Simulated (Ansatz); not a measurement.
Cost and result for the atomization energy of `CB(Br)C=S` (9 atoms, 8 bonds).

```xyz
9

C     0.320    1.120   -0.500
B     0.365   -0.240    0.239
Br    1.924   -0.770    1.241
C    -0.776   -1.289    0.265
S    -2.161   -0.827    0.958
H     0.740    0.967   -1.504
H     0.925    1.891   -0.020
H    -0.704    1.473   -0.630
H    -0.633   -2.326   -0.049
```

Total charge 0; spin multiplicity 1. Correlated methods include outer-core shells of Br, which these sets cover unevenly. Scalar relativity is left out up to krypton. The structure was optimised at the PBE0-D4/def2-TZVP level. It is one conformer, not always the lowest. Program: Ansatz. All runs use 4 threads of an Arm Neoverse V1 on a shared host. Times are those of one run each, without the atoms' runs, and a repeat can differ threefold. Electronic energies, without spin–orbit coupling; frozen cores. CCSD(T)/CBS adds CCSD(T) − MP2 in def2-TZVPP to the MP2 limit, and its time is that of the two runs behind it. T1 = 0.013; the RHF reference is unstable towards UHF. With those shells the extrapolation isn't a true limit.

CCSD(T)/CBS is a level of theory with its own doubt, some kJ/mol a heavy atom from the limit and from the frozen cores, so smaller differences don't rank the functionals.

```json
{"level": "LDA (SPW92)/def2-TZVPP", "functions": "239", "wall time": "1.5 s"}
{"level": "revPBE-D4/def2-TZVPP", "functions": "239", "wall time": "2.5 s"}
{"level": "BLYP-D4/def2-TZVPP", "functions": "239", "wall time": "2.5 s"}
{"level": "BHLYP-D4/def2-TZVPP", "functions": "239", "wall time": "4.2 s"}
{"level": "CAM-B3LYP-D4/def2-TZVPP", "functions": "239", "wall time": "4.6 s"}
{"level": "r2SCAN-D4/def2-TZVPP (with forces)", "functions": "239", "wall time": "6 s"}
{"level": "B2PLYP/def2-TZVPP", "functions": "239", "wall time": "7.5 s"}
{"level": "CCSD(T)/def2-SVP", "functions": "112", "wall time": "9.5 s"}
{"level": "ωB97X-V/def2-TZVPP", "functions": "239", "wall time": "10 s"}
{"level": "B97M-V/def2-TZVPP", "functions": "239", "wall time": "12 s"}
{"level": "MP2/def2-QZVPP", "functions": "450", "wall time": "31 s"}
{"level": "CCSD(T)/def2-TZVPP", "functions": "239", "wall time": "3.8 min"}
{"level": "CCSD(T)/CBS(def2)", "functions": "–", "wall time": "4.3 min"}
```

Problem. What atomization energy does each give, and how far from CCSD(T)/CBS? (Estimate.)

Solution. The calculation gave: 
```tsv
level	atomization (kcal/mol)	difference from CCSD(T)/CBS	per bond
LDA (SPW92)/def2-TZVPP	931.8	124.6	15.6
revPBE-D4/def2-TZVPP	813.0	5.8	0.7
BLYP-D4/def2-TZVPP	808.0	0.8	0.1
BHLYP-D4/def2-TZVPP	784.5	-22.7	-2.8
CAM-B3LYP-D4/def2-TZVPP	807.2	0.0	0.0
r2SCAN-D4/def2-TZVPP (with forces)	817.0	9.8	1.2
B2PLYP/def2-TZVPP	800.1	-7.1	-0.9
CCSD(T)/def2-SVP	769.2	-38.0	-4.8
ωB97X-V/def2-TZVPP	808.0	0.8	0.1
B97M-V/def2-TZVPP	815.7	8.5	1.1
MP2/def2-QZVPP	818.1	10.9	1.4
CCSD(T)/def2-TZVPP	786.4	-20.8	-2.6
CCSD(T)/CBS(def2)	807.2	0.0	0.0
```

From BLYP to BHLYP (50 % exact exchange), in def2-TZVPP and without D4, the atomization energy moves by −18.6 kcal/mol: exact exchange takes away binding that semilocal exchange gives to molecules. In def2-TZVPP, CCSD(T) changes the Hartree–Fock value by +191.3 kcal/mol (the triples alone add +15.7 kcal/mol) and MP2 by +210.9 kcal/mol; breaking electron pairs costs correlation energy, which Hartree–Fock lacks. The D4 term adds +9.1 kcal/mol with B3LYP and +4.8 kcal/mol with PBE0; it sums over pairs of atoms, weighted by their polarisabilities, and B3LYP, whose exchange is more repulsive, gets the larger term.

B3LYP here is the variant with VWN-RPA as its local correlation; programs differ in this.
